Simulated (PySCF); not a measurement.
PySCF 2.14 output of an unrestricted PBE calculation on a single atom or ion in x2c-QZVPPall, with the spin-free X2C one-electron Hamiltonian (Gaussian nucleus):

```
SCF conv_tol = 1e-09
number electrons alpha = 14  beta = 9
    J. P. Perdew, K. Burke, and M. Ernzerhof.,  Phys. Rev. Lett. 77, 3865 (1996)
    J. P. Perdew, K. Burke, and M. Ernzerhof.,  Phys. Rev. Lett. 78, 1396 (1997)
    J. P. Perdew, K. Burke, and M. Ernzerhof.,  Phys. Rev. Lett. 77, 3865 (1996)
    J. P. Perdew, K. Burke, and M. Ernzerhof.,  Phys. Rev. Lett. 78, 1396 (1997)
cycle= 1 E= -1050.30569694808  delta_E= -0.0117  |g|= 0.125  |ddm|= 0.17
cycle= 2 E= -1050.2945101098  delta_E= 0.0112  |g|= 0.253  |ddm|= 0.166
cycle= 3 E= -1050.31084984641  delta_E= -0.0163  |g|= 0.0211  |ddm|= 0.103
cycle= 4 E= -1050.31099199603  delta_E= -0.000142  |g|= 0.000771  |ddm|= 0.0091
cycle= 5 E= -1050.31099220325  delta_E= -2.07e-07  |g|= 3.68e-05  |ddm|= 0.000373
cycle= 6 E= -1050.31099220364  delta_E= -3.89e-10  |g|= 5.78e-07  |ddm|= 1.77e-05
converged SCF energy = -1050.31099220364  <S^2> = 8.7501117  2S+1 = 6.0000372
```

The run itself started from symmetry-adapted Hartree-Fock orbitals and held the occupation by maximum overlap, on a logarithmic radial grid, so the iterations belong to that start.

**Question.** Which element, charge and spin multiplicity is this?

**Answer.** Cr⁺ (chromium, charge +1), multiplicity 6; the state was [Ar] 3d5, high-spin 6S determinant.
